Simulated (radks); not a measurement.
Task: Excited configurations of Er XLIV: one electron is placed in a higher orbital outside [Ar] 3d6. The ground configuration is [Ar] 3d7. Method: scalar-relativistic Kohn-Sham, LDA (Slater exchange, Perdew-Wang correlation), spin-unpolarised, spherical densities, finite nucleus; Fermi nuclear charge, rms radius 5.2516 fm; computed with a radial shooting solver on a logarithmic mesh with Libxc functionals. Excitation = E - E(ground); binding = E(ion) - E, where the ion is the core of charge +44; n* = 44/sqrt(2 binding) in atomic units. These energies are relativistic, and a one-electron ion of charge +44 with no core already has n* below n in this formula (scalar-relativistic equation, point nucleus: 4d 3.989, 4f 3.995, 6d 5.986, 6f 5.992, 7d 6.985, 7f 6.991). The quantum defect is therefore taken as that value minus n*, so that it holds no relativistic shift of the bare ion.

outer orbital  excitation (eV)  binding (eV)     n*  quantum defect  eigenvalue (eV)  <r> (bohr)
4d                      1670.0        1855.8  3.767           0.222          -1830.3      0.4181
6d                      2735.5        790.33  5.773           0.213          -781.65       1.070
6f                      2768.9        756.86  5.899           0.092          -747.83       1.048
7d                      2951.5        574.32  6.772           0.213          -568.28       1.497
7f                      2971.8        554.05  6.895           0.096          -547.84       1.483

Estimate the row for 4f.

Result: excitation (eV) 1805.5; binding (eV) 1720.3; n* 3.913; quantum defect 0.082; eigenvalue (eV) -1690.4; <r> (bohr) 0.3801. The Delta-SCF ionisation energy is 3525.8 eV (NIST Atomic Spectra Database: 3505 eV, theoretical). Self-interaction in the functional shifts the binding energies and quantum defects, so they are the method's values and not measured ones. Spin polarisation and multiplet splitting are left out, so open shells lie too high by an amount that depends on their filling. Spin-orbit splitting is averaged out at the scalar-relativistic level.

Beside tabulated values, note that spin-unpolarised runs miss the spin-polarisation part of the exchange energy of open shells.
